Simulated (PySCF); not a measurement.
# Simulated absorption spectrum

Compound: C₄H₇BCl₂Ge.
InChI=1S/C4H7BCl2Ge/c6-5(7)4-1-2-8-3-4/h1H,2-3,8H2

The calculation used TDDFT wB97X-D/def2-SVPD, vertical, gas phase, core orbitals frozen in the response in PySCF 2.14.0, density-fitted response routines. Isolated species at its PBE0-D3(BJ)/def2-SVP geometry, gas phase. The wB97X-D/def2-SVPD calculation is non-relativistic and has no spin–orbit coupling, an omission that weighs most on germanium.

Computed states:

| state | E (eV) | f |
| --- | --- | --- |
| S1 | 5.23 | 0.284 |
| S2 | 5.46 | 0.0000 |
| S3 | 5.75 | 0.0000 |
| S4 | 5.90 | 0.0006 |
| S5 | 6.75 | 0.110 |
| S6 | 6.78 | 0.0001 |
| S7 | 7.05 | 0.0023 |
| S8 | 7.38 | 0.0000 |
| S9 | 7.60 | 0.050 |
| S10 | 7.71 | 0.0001 |

Each state is given a Gaussian of 0.5 eV full width at half maximum, with ε(max) = 2.175×10⁸ f / Δν̃ (Δν̃ the width in cm⁻¹). The width is an assumption, not a result. The curve ends short of the highest state used, and states not computed would add to its high-energy end.

(1) What does the envelope look like, and where are its maxima?

(2) On this curve, what absorbance would a 10⁻³ mol/L sample give at 254 nm over a 1 cm path?

(3) Coming from long wavelengths, where does ε first pass 100 L mol⁻¹ cm⁻¹?

## Answers

(1) 
E (eV), ε (L mol⁻¹ cm⁻¹) and a bar:
```
     4.48         31 
     4.54         81 
     4.60        194 
     4.66        429 #
     4.72        878 ##
     4.78       1658 ###
     4.84       2890 ######
     4.91       4996 ##########
     4.97       7325 ##############
     5.03       9917 ####################
     5.09      12395 ########################
     5.15      14304 ############################
     5.21      15239 ##############################
     5.27      14990 ##############################
     5.33      13614 ###########################
     5.40      11000 ######################
     5.46       8405 #################
     5.52       5932 ############
     5.58       3870 ########
     5.64       2336 #####
     5.70       1310 ###
     5.76        689 #
     5.82        346 #
     5.88        173 
     5.95         86 
     6.01         62 
     6.07         67 
     6.13        106 
     6.19        199 
     6.25        383 #
     6.31        703 #
     6.37       1205 ##
     6.44       2053 ####
     6.50       2977 ######
     6.56       3986 ########
     6.62       4931 ##########
     6.68       5635 ###########
     6.74       5950 ############
     6.80       5808 ###########
     6.86       5247 ##########
     6.92       4394 #########
     6.99       3267 ######
     7.05       2381 #####
     7.11       1697 ###
```

Maxima: 237 nm (5.23 eV), ε about 15000, made up of S1 (100%); 184 nm (6.75 eV), ε about 6000, made up of S5 (99%) (ε in L mol⁻¹ cm⁻¹; maxima over ε = 5, shares over 10%).

(2) 254 nm is 4.881 eV, where ε is about 4000 L mol⁻¹ cm⁻¹, so A = ε c l ≈ 4 (Beer–Lambert, with the gas-phase spectrum and the assumed width).

(3) At about 272 nm (4.55 eV), 0.67 eV below S1.

All these states lie below the vertical ionisation energy of 9.49 eV (ΔSCF).

On one thread, Arm Neoverse V1 (aarch64), on a shared host, this took 6.3 min (with the writing of density and orbital grids) and 1.4 GiB of memory at its peak.
